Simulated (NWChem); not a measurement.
# Si2NH7; SMILES [SiH2](N)[SiH3]

```xyz
10

Si     0.1842    -1.5692     0.0000
Si    -0.5753     0.6667     0.0000
N      0.6727     1.8788     0.0000
H     -0.9512    -2.5473     0.0039
H      1.0262    -1.8386    -1.2106
H      1.0323    -1.8361     1.2069
H     -1.4169     0.8722     1.2204
H     -1.4168     0.8726    -1.2203
H      1.2457     1.9811    -0.8312
H      1.2467     1.9801     0.8307
```
Atoms are numbered in this order, from 1.

All runs: NWChem. Pople sets run with spherical d functions. Coordinates come from a PBE0/def2-SVP optimisation.

What does the run give for PBE0/6-31+G*? Quantities: highest occupied level (eV); orbital gap (eV); dipole (D).


```json
{
  "highest occupied level (eV)": "-7.02",
  "orbital gap (eV)": "6.62",
  "dipole (D)": "1.18"
}
```
